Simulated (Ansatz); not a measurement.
Consider the redistribution: `N=[C](S)[GeH3]` + `[F][GeH2][O][SiH3]` → `[F][GeH2][O][GeH3]` + `N=C([SiH3])S`.

Isolated molecules relaxed with PBE0-D4/def2-TZVP in Ansatz; ΔE leaves out vibrations. CCSD(T)/CBS is the MP2 limit (def2-TZVPP, def2-QZVPP) plus CCSD(T) − MP2 in def2-TZVPP, frozen cores. DFT in def2-TZVPP. B3LYP here is the variant with VWN-RPA as its local correlation; programs differ in this. For Ge outer-core shells are correlated without core-valence functions, which leaves a few kJ/mol of doubt a bond. Scalar relativity is left out up to krypton. Each species was taken in one conformer, which may not be the lowest.

`N=[C](S)[GeH3]`:

Z-matrix (Å, degrees):
```
Ge
C 1 1.973
H 1 1.537 2 108.3
H 1 1.538 2 108.4 3 117.6
H 1 1.529 2 108.6 3 -121.1
S 2 1.776 1 118.5 3 -66.2
N 2 1.263 1 118.3 3 112.7
H 6 1.342 2 97.7 1 -3.6
H 7 1.023 2 113.6 1 -179.3
```

`[F][GeH2][O][SiH3]`:

Z-matrix (Å, degrees):
```
Ge
O 1 1.752
F 1 1.735 2 106.4
H 1 1.532 2 110.5 3 -115.0
H 1 1.527 2 107.7 3 115.2
Si 2 1.642 1 135.5 3 55.0
H 6 1.489 2 110.4 1 32.0
H 6 1.484 2 107.8 1 151.5
H 6 1.484 2 110.6 1 -88.7
```

`[F][GeH2][O][GeH3]`:

```xyz
9

F     1.442   -1.730    0.243
Ge    1.589   -0.011    0.013
O     0.073    0.535   -0.665
Ge   -1.579    0.165   -0.102
H     2.688    0.224   -1.024
H     1.821    0.571    1.414
H    -2.040   -1.140   -0.765
H    -2.434    1.359   -0.546
H    -1.559    0.029    1.432
```

`N=C([SiH3])S`:

Z-matrix (Å, degrees):
```
Si
C 1 1.894
H 1 1.479 2 109.4
H 1 1.487 2 108.5 3 -121.4
H 1 1.486 2 108.3 3 121.3
S 2 1.778 1 118.2 3 169.3
N 2 1.266 1 118.6 3 -12.8
H 6 1.343 2 97.5 1 -6.8
H 7 1.023 2 113.7 1 -178.7
```

Task: Is it downhill or uphill in electronic energy at CCSD(T)/CBS, and by how much? (Best estimate.)

Result: The calculation gave: Uphill: ΔE = +59.0 kJ/mol.

Task: What do these levels give: PBE-D4, ωB97X-V, B2PLYP, B3LYP, CCSD/def2-TZVPP, HF/CBS(def2)? (Best estimate.)

Result: Computed: PBE-D4 50.7, ωB97X-V 54.7, B2PLYP 57.1, B3LYP 56.8, CCSD/def2-TZVPP 59.0, HF/CBS(def2) 60.3 kJ/mol.

Largest T1 diagnostic among the species: 0.014.

From PBE to PBE0 (25 % exact exchange), in def2-TZVPP and without D4, ΔE moves by +3.7 kJ/mol.
